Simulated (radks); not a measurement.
Task: Valence configurations of I (all share [Kr]). Method: scalar-relativistic Kohn-Sham, PBE, spin-polarised, spherical densities, point nucleus; open shells are filled with parallel spins first (spin-orbit coupling, left out, can overturn this in heavy ions); computed with a radial shooting solver on a logarithmic mesh with Libxc functionals. Order these by energy: 4d10 5s1.5 5p5.5; 4d10 5s2 5p5; 4d9.5 5s2 5p5.5; 4d9 5s2 5p6; 4d10 5s1 5p6.

Result: From the lowest, in eV above it: 4d10 5s2 5p5 0.000; 4d10 5s1.5 5p5.5 5.174; 4d10 5s1 5p6 10.369; 4d9.5 5s2 5p5.5 22.302; 4d9 5s2 5p6 45.765. NIST lists [Kr] 4d10 5s2 5p5 as the ground configuration; this level of theory agrees among the configurations tried. The energies are those of spherical high-spin densities, not of single terms.
